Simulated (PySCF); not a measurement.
C4H9BO2, SMILES C=CB(O)OCC at its GFN2-xTB optimised geometry (Å):

```
16

B      0.4830    -0.4148     0.0000
C     -0.3548    -1.7510    -0.0162
C     -1.6800    -1.7995     0.0088
H      0.1884    -2.6921    -0.0468
H     -2.2347    -2.7256    -0.0007
H     -2.2580    -0.8913     0.0399
O      1.8513    -0.4148     0.0000
H      2.2580    -1.2789    -0.0260
O     -0.1909     0.7527     0.0000
C      0.4534     2.0107     0.0340
C      0.7935     2.4217     1.4621
H      1.3676     1.9768    -0.5687
H     -0.2470     2.7256    -0.4114
H      1.4990     1.7132     1.8882
H      1.2368     3.4139     1.4673
H     -0.1063     2.4292     2.0724
```

Method: PBE0/def2-TZVP in PySCF.

Map of the electron localisation function on the plane z = 0.6 Å:

```
|                           |
|                ::         |
|               :*#+.       |
|               -#%*:       |
|               :+*=.       |
|            ..:---.        |
|           .:=##=:         |
|            -*@@*:         |
|            .+%%*:         |
|          .::-=+-.         |
|         -*##*=.           |
|         -#%%%*.  ...      |
|          +#%%#:.=##*-     |
|     +#+   :+*+:+#%%#-.    |
|    -@@@#.  .:.:#%%%*:     |
|    =@@@@=.:+#=:*###=.     |
|    :#@@%*++#@%::=*#+.     |
|     :+#**%%*#*: .+#*:     |
|     .-++*%%+*+:  :++:     |
|     -#%#****#%+   ..      |
|    :%@@@+::*@@%-          |
|    -@@@@=  +@@@*          |
|    .#@@%:  -%@@+          |
|     :*#=    =*=.          |
|                           |
|                           |
|                           |
```
Scale: ten equal steps from 0.000 (start of ' ') to 0.982 (end of '@'), in the order ' .:-=+*#%@'; x runs from -5.00 to 5.00, y from -5.00 (bottom) to 5.00 (top).
